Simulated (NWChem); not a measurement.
Molecule: MgHSF; SMILES [Mg]([SH])[F]

```xyz
4

Mg     0.0229    -0.6195     0.0000
F      0.0112    -2.3577     0.0000
S      0.0574     1.6800     0.0000
H     -1.2940     1.7736     0.0000
```
Atoms are numbered in this order, from 1.

Geometry: optimised at B3LYP/6-31G* (spherical d).

Symmetry labels are those of Cs in the frame above (b1 and b2, or b-type labels, depend on it).

**Question.** List the 6 lowest vertical singlet excitations from Hartree-Fock/def2-SVPD, CIS (NWChem).

**Answer.** 
| state | energy (eV) | oscillator strength | symmetry | leading excitation (squared amplitude) |
|---|---|---|---|---|
| S1 | 5.36 | 0.077 | a" | HOMO → LUMO (0.87) |
| S2 | 6.46 | 0.000 | a" | HOMO → LUMO+1 (0.39) |
| S3 | 6.66 | 0.114 | a' | HOMO−1 → LUMO (0.71) |
| S4 | 6.96 | 0.000 | a" | HOMO → LUMO+8 (0.32) |
| S5 | 7.34 | 0.144 | a' | HOMO → LUMO+2 (0.46) |
| S6 | 7.87 | 0.121 | a' | HOMO−1 → LUMO+1 (0.51) |
